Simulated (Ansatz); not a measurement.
C$_{3}$H$_{8}$GaN, SMILES `C/C=C\[NH][GaH2]` at its PBE0-D4/def2-TZVP geometry, where that method's forces vanish. Charge 0, multiplicity 1.

```xyz
13

C     1.3211    0.8476   -0.5381
C     1.3466   -0.5466   -0.0131
C     0.2914   -1.2397    0.4265
N    -1.0322   -0.8409    0.4952
Ga   -2.0376    0.6466    0.0808
H     0.9287    1.5597    0.1979
H     0.6840    0.9453   -1.4254
H     2.3217    1.1812   -0.8154
H     2.3006   -1.0590    0.0226
H     0.4655   -2.2517    0.7837
H    -1.6094   -1.5733    0.8799
H    -3.5389    0.3909    0.4395
H    -1.4415    1.9398   -0.5342
```

Question: What forces (eV/Å) does r2SCAN-D4/def2-TZVPP give on these atoms in Ansatz 0.2.0? (Estimate.)

Answer: Computed: 
```
C1   0.026  0.069 -0.030
C2   0.203  0.060 -0.057
C3  -0.001 -0.230  0.088
N4  -0.103  0.106 -0.023
Ga5 -0.108  0.138 -0.036
H6  -0.017  0.001 -0.011
H7  -0.013  0.010  0.012
H8  -0.017 -0.004  0.004
H9  -0.003  0.002 -0.001
H10 -0.015 -0.007  0.005
H11 -0.032 -0.031  0.018
H12  0.126  0.005 -0.024
H13 -0.047 -0.118  0.054
```
